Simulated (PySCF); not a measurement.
## Electronic structure of Si (silicon, neutral) at the LC-wPBE level

Configuration: [Ne] 3s1 3p2 4s1, high-spin 5P determinant (an excited configuration). Calculation: PySCF 2.14, in x2c-TZVPPall with one added diffuse shell each of s, p, d type (6s6p4d1f, 51 functions); the spin-free X2C one-electron Hamiltonian (Gaussian nucleus).

- Total energy: -289.5086 hartree
- One-electron energy: -398.5251 hartree
- Hartree (Coulomb) energy: 129.6865 hartree
- Exchange-correlation energy: -20.6700 hartree
- ⟨S²⟩: 6.0000
- ⟨L²⟩: 2.030
- Sum of ⟨r⟩: 17.24 bohr
- Sum of ⟨r²⟩: 58.36 bohr²
- Traceless quadrupole moment −½Σ⟨3z² − r²⟩ along its main axis: 0.941 e·bohr²
- Langevin diamagnetic susceptibility: -46.2 ×10⁻⁶ cm³/mol

```tsv
shell	electrons	mean orbital energy (eV)	spread (eV)	rms radius, mean of both spins (bohr)
1s α	1	-1797.3	0	0.129
1s β	1	-1796.9	0	0.129
2s α	1	-151.23	0	0.620
2s β	1	-150.76	0	0.620
2p α	3	-107.09	0.289	0.603
2p β	3	-106.55	0.517	0.603
3s α	1	-20.979	0	2.19
3p α	2	-12.318	0	2.61
4s α	1	-3.254	0	6.08
```

The outer electron is Rydberg-like, and this basis confines it to a smaller radius and binds it less than a complete one would.

Densities and radii are taken from the X2C orbitals without a picture-change correction, which distorts them close to the nucleus.
